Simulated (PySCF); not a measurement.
C₄H₆F₂, SMILES F[C@H]1CC[C@@H]1F.

Geometry: PBE0-D3(BJ)/def2-SVP. The structure was generated by enumeration; whether it is a known compound was not checked.

Computed with PBE/def2-TZVP (PySCF).

The molecule is in vacuum.

Computed frontier levels, gap, dipole moment and polarisability:
| Quantity | Value |
|---|---|
| highest occupied level | -7.19 eV |
| lowest empty level | 0.22 eV |
| orbital gap | 7.41 eV |
| dipole moment | 2.10 D |
| quadrupole, principal values (traceless, Buckingham form, about the centre of nuclear charge) | -5.32, -0.21, 5.53 D·Å |
| mean static polarisability | 47.8 bohr³ (7.09 Å³) |
| polarisability, principal values | 44.6, 49.4, 49.5 bohr³ |
